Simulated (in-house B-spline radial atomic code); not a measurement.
**BSE on G0W0@HF excitations of Ar⁸⁺**

Method: BSE on G0W0@HF. Computed with an all-electron radial atomic-structure program (B-spline basis): linear response of the closed shell [He] 2s2 2p6 with a statically screened interaction on G0W0 levels; non-relativistic, point nucleus, no spin-orbit coupling, no double excitations, S, P, D and F terms only. Only terms of natural parity with L up to 3 were computed.

Command:
```bash
python run_td.py task.json out
```
Settings (radii: box in bohr, nucleus in fm):
```
Z                        18
electrons                10
configuration            [He] 2s2 2p6
hamiltonian              nr
method                   bse
box_radius               11.59
intervals                50
```

Run time, properties included: 1.8 s on 1 thread of Intel(R) Xeon(R) Platinum 8559C (Emerald Rapids) (shared host).

The lowest states, in the order of their Tamm-Dancoff energies; the method's threshold (minus the highest G0W0 level) is 423.12 eV. Labels give the largest channel, * marks a mixed state, and oscillator strengths are full-response dipole values. Energies in eV:

```csv
state,full response,Tamm-Dancoff,oscillator strength
2p → 3s 3P,252.32,252.35,-
2p → 3s 1P,254.24,254.26,0.23
2p → 3p 3S,266.56,266.64,-
2p → 3p 3D,269.54,269.58,-
2p → 3p 1D,271.04,271.05,-
2p → 3p 1S,?,?,-
2p → 3d 3P,291.67,291.68,-
2p → 3d 3F,292.73,292.77,-
2p → 3d 1F,294.10,294.11,-
2p → 3d 1P,?,?,?
```

(1) Where does 2p → 3p 1S lie?

(2) Where does 2p → 3d 1P lie?

(3) How large is the singlet-triplet splitting of 2p → 3s (P terms) in Tamm-Dancoff?

(4) What polarisabilities and dispersion coefficient does the method give?

Answers

(1) At 281.03 eV in full response, 281.71 eV in Tamm-Dancoff.

(2) At 298.71 eV in full response, 298.93 eV in Tamm-Dancoff, oscillator strength 2.

(3) 1.91 eV, from the unrounded values.

(4) Dipole 0.03721 bohr³, quadrupole 0.0109 bohr⁵, C6 0.0137 hartree·bohr⁶ for two such species.
